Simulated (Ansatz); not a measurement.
Reaction (hydrogenolysis of a Ge–O bond): `[CH3][Ge][OH]` + H₂ → `[CH3][GeH]` + H₂O

Program: Ansatz. Geometries: PBE0-D4/def2-TZVP. ΔE: electronic, gas phase. CCSD(T)/CBS adds triple-zeta CCSD(T) − MP2 to the extrapolated MP2 energy (def2 sets, frozen cores). This one scheme is used for every species. Functionals use def2-TZVPP. For Ge outer-core shells are correlated without core-valence functions, which leaves a few kJ/mol of doubt a bond. Scalar relativity is left out up to krypton. One conformer a species, not always the lowest.

```csv
level,ΔE (kJ/mol)
r2SCANh,80.3
CAM-B3LYP,76.0
```

What does CCSD(T)/CBS give? (An estimate is asked.)

The calculation gave: +75.1 kJ/mol. The listed levels differ from it by 5.2, 0.9 kJ/mol.

Largest T1 diagnostic among the species: 0.014.

Leaving LDA and LC-ωPBE aside and taking each functional with its dispersion term where it has one, the values, not all of them listed here, spread over 18.3 kJ/mol, from BHLYP-D4 to BLYP-D4. From PBE to PBE0 (25 % exact exchange), in def2-TZVPP and without D4, ΔE moves by −10.3 kJ/mol. In def2-TZVPP, CCSD(T) changes the Hartree–Fock value by +20.2 kJ/mol (the triples alone add +6.3 kJ/mol) and MP2 by +29.2 kJ/mol.
